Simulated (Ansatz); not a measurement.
Input file for Ansatz (a program for electronic structure): R-PBE/def2-TZVPP on CH6GeO2 (SMILES [CH3][GeH]([OH])[OH]), a point of a torsion scan.

Ansatz 0.2 input:
```yaml
crystal:
  periodic: [false, false, false]
  atoms:
    - {symbol: C, position_ang: [-1.31420627, -0.58762951, -0.14354798]}
    - {symbol: Ge, position_ang: [0.32837368, 0.26979892, 0.54151270]}
    - {symbol: O, position_ang: [1.02509586, 1.42292386, -0.59278409]}
    - {symbol: O, position_ang: [-0.10579461, 1.29485293, 1.87263729]}
    - {symbol: H, position_ang: [-1.12109167, -1.58013282, -0.53922030]}
    - {symbol: H, position_ang: [-1.75929047, 0.02425189, -0.92308634]}
    - {symbol: H, position_ang: [-2.02678382, -0.67834148, 0.66939768]}
    - {symbol: H, position_ang: [1.43560384, -0.66785569, 0.99058804]}
    - {symbol: H, position_ang: [1.30413150, 1.09116383, -1.44149312]}
    - {symbol: H, position_ang: [0.32055697, 2.14973550, 1.86083122]}
basis:
  gaussian:
    orbitals: def2-TZVPP
hamiltonian:
  xc: {name: PBE}
scf: {lower_state_search: off}
```

The log:

```
WARN ansatz: RAYON_NUM_THREADS=1 ignored (pool sized by the plan → 1); use --threads N
Functional definition: PBE
these checks for a lower state are left out or cut short: stability, starts, cluster_reference, orbital_swaps, neighbouring_geometries, increment
integrals: 0.14 GiB planned
1194 factors; their error is unknown
mean field: 0.99 GiB planned
mean field evaluation 1: about -61717.1456 eV, gradient 1.1e2 eV
mean field evaluation 2: about -61649.3924 eV, gradient 2.1e2 eV
mean field evaluation 4: about -61735.6391 eV, gradient 1.9e1 eV
mean field evaluation 8: about -61736.4573 eV, gradient 8.0e-2 eV
mean field evaluation 16: about -61736.4351 eV, gradient 6.6e-5 eV
mean field -61736.43514228 eV, -2268.7721450201 hartree, gradient 3.3e-6 eV, S^2 0.000000; 0 other end points of the search recorded, 0 dependent functions left out
reference -61736.43518276 eV, -2268.7721465078 hartree; 30, 30 occupied and 195, 195 virtual orbitals, 1194 factors
Total energy: -61736.43518276 eV, -2268.7721465078 hartree
Checks for a lower state left out: stability, starts, cluster_reference, orbital_swaps, neighbouring_geometries, increment
```

The calculation finished and met its thresholds.

Cost: about 1.8 core-seconds (a rough figure).
